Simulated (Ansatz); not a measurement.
`[OH][In]([OH])[OH]` + H₂ → `[OH][InH][OH]` + H₂O  (hydrogenolysis of the In–O bond)

Program: Ansatz. Geometries: PBE0-D4/def2-TZVP. ΔE: electronic, gas phase. CCSD(T)/CBS is the MP2 limit (def2-TZVPP, def2-QZVPP) plus CCSD(T) − MP2 in def2-TZVPP, frozen cores. This one scheme is used for every species. DFT in def2-TZVPP. HSE06 is defined as in plane-wave codes. Elements past krypton have def2 core potentials. For In outer-core shells are correlated without core-valence functions, which leaves a few kJ/mol of doubt a bond. One conformer a species, not always the lowest.

| level | ΔE (kJ/mol) | difference from CCSD(T)/CBS |
| --- | --- | --- |
| LDA (SPW92) | -18.5 | -15.4 |
| revPBE-D4 | -1.3 | 1.8 |
| PBE0-D4 | -13.6 | -10.5 |
| r2SCAN0-D4 | -12.4 | -9.3 |
| HSE06-D4 | -13.5 | -10.4 |
| ωB97X-V | -6.6 | -3.5 |
| ωB97M-V | -9.6 | -6.5 |
| PBE-QIDH | -10.6 | -7.5 |
| BLYP | -1.8 | 1.3 |
| r2SCANh | -8.1 | -5.0 |
| BHLYP | -15.6 | -12.5 |
| LC-ωPBE | -11.5 | -8.4 |
| HF/def2-SVP | -25.8 | -22.7 |
| HF/def2-TZVPP | -20.3 | -17.2 |
| MP2/def2-TZVPP | 1.1 | 4.2 |
| CCSD(T)/def2-TZVPP | -5.6 | -2.5 |
| CCSD(T)/CBS | -3.1 | 0 |

Largest T1 diagnostic among the species: 0.017.

From r2SCAN to r2SCAN0 (25 % exact exchange), in def2-TZVPP and without D4, ΔE moves by −8.7 kJ/mol. In def2-TZVPP, CCSD(T) changes the Hartree–Fock value by +14.7 kJ/mol (the triples alone add +5.2 kJ/mol) and MP2 by +21.5 kJ/mol.
